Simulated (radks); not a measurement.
All-electron atom: Gd III in [Xe] 4f7 5d1.

All-electron calculation, Dirac Kohn-Sham, Wu-Cohen GGA, spin-unpolarised, spherical densities, finite nucleus; open shells fill j = l - 1/2 first; Fermi nuclear charge, rms radius 5.1569 fm. Program: a radial shooting solver on a logarithmic mesh with Libxc functionals.

Energy parts (eV):
total: -306881.16
kinetic: 334591.00
electron-nucleus: -753033.60
Hartree: 118324.58
exchange-correlation: -6763.13

Orbitals (lengths in bohr, moments of r in powers of bohr; <r^-3> diverges for s and p1/2):
orbital  occ.  eigenvalue (eV)  <r^-3>
1s1/2       2        -50050.57       -
2s1/2       2        -8271.050       -
2p1/2       2        -7856.234       -
2p3/2       4        -7160.313    9905
3s1/2       2        -1843.693       -
3p1/2       2        -1663.572       -
3p3/2       4        -1520.852    2099
3d3/2       4        -1209.078   352.6
3d5/2       6        -1177.982   313.5
4s1/2       2        -381.9404       -
4p1/2       2        -311.7898       -
4p3/2       4        -279.9927   468.5
4d3/2       4        -164.2780   66.83
4d5/2       6        -158.5318   58.58
5s1/2       2         -63.3084       -
5p1/2       2         -43.9693       -
5p3/2       4         -39.5795   63.79
4f5/2       6         -22.6220   8.256
4f7/2       1         -21.8673   7.955
5d3/2       1         -15.2773   4.340
5d5/2       0         -14.9135   3.746

The highest occupied level is 5d3/2 at -15.277 eV. The electron density at the nucleus is 6.28e+05 e/bohr^3. Summed over all electrons, <r^2> = 42.38 bohr^2, which gives a Langevin (diamagnetic) susceptibility term of -33.6 x 10^-6 cm^3/mol.
